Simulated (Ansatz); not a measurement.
A series at Ti: from `[NH2][Ti]([NH2])([NH2])[Cl]`, ligands are replaced one by one, each step taking up HCl and setting free NH₃; n counts the steps. Ansatz, PBE0-D4/def2-TZVP geometries. Each molecule was computed in one conformer, which needn't be the lowest.

```csv
n,molecule,"HOMO energy, ωB97M-V/def2-TZVPP (eV)"
0,`[NH2][Ti]([NH2])([NH2])[Cl]`,-9.93
1,`[NH2][Ti]([NH2])([Cl])[Cl]`,?
2,`[NH2][Ti]([Cl])([Cl])[Cl]`,-10.75
3,`[Cl][Ti]([Cl])([Cl])[Cl]`,-11.80
```

Question: By hand: fit a straight line y = ȳ + b (n − n̄) to the 3 given rows and predict n = 1.

Answer: n̄ = 1.667, ȳ = -10.827; Σ(n − n̄)(y − ȳ) = -2.767, Σ(n − n̄)² = 4.667, so b = -0.593 eV a step. Prediction: -10.827 + (-0.593) × (-0.667) = -10.43 eV.

Question: By hand: compare with the computed value, -10.19 eV, and give the steps along the whole series.

Answer: The line misses by 0.24 eV (computed minus predicted). Steps: -0.26, -0.56, -1.05 eV.

The steps grow at each stage, from -0.26 to -1.05 eV, so the series is curved. The highest orbital can change its character along such a series. The miss is 12.8 % of the series' range.
